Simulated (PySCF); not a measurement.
C₂H₄BClO, SMILES ClB(O)C=C. Atoms are numbered in the order given.

```xyz
9

B     -0.2169    -0.0377     0.0000
Cl     0.4248    -1.7034     0.0000
C      0.7575     1.1777     0.0000
C      0.2985     2.4369     0.0000
H      1.8398     1.0039     0.0000
H      0.9683     3.3048     0.0000
H     -0.7778     2.6445     0.0000
O     -1.5562     0.1479     0.0000
H     -2.0546    -0.6777     0.0000
```

Geometry: ωB97X-D3(BJ)/def2-SVP. Other conformers were not sampled.

Calculation: PBE/def2-TZVP (PySCF).

Symmetry labels are those of the subgroup Cs that the program uses (full group Cs).

Computed valence orbital energies around the gap with their symmetry:
```json
[
 {"orbital": "HOMO−7", "symmetry": "A'", "energy (eV)": "-11.29"},
 {"orbital": "HOMO−6", "symmetry": "A'", "energy (eV)": "-10.44"},
 {"orbital": "HOMO−5", "symmetry": "A\"", "energy (eV)": "-9.60"},
 {"orbital": "HOMO−4", "symmetry": "A'", "energy (eV)": "-9.00"},
 {"orbital": "HOMO−3", "symmetry": "A'", "energy (eV)": "-8.15"},
 {"orbital": "HOMO−2", "symmetry": "A\"", "energy (eV)": "-7.86"},
 {"orbital": "HOMO−1", "symmetry": "A'", "energy (eV)": "-7.49"},
 {"orbital": "HOMO", "symmetry": "A\"", "energy (eV)": "-7.03"},
 {"orbital": "LUMO", "symmetry": "A\"", "energy (eV)": "-2.33"},
 {"orbital": "LUMO+1", "symmetry": "A'", "energy (eV)": "0.02"},
 {"orbital": "LUMO+2", "symmetry": "A\"", "energy (eV)": "0.82"},
 {"orbital": "LUMO+3", "symmetry": "A'", "energy (eV)": "1.16"}
]
```
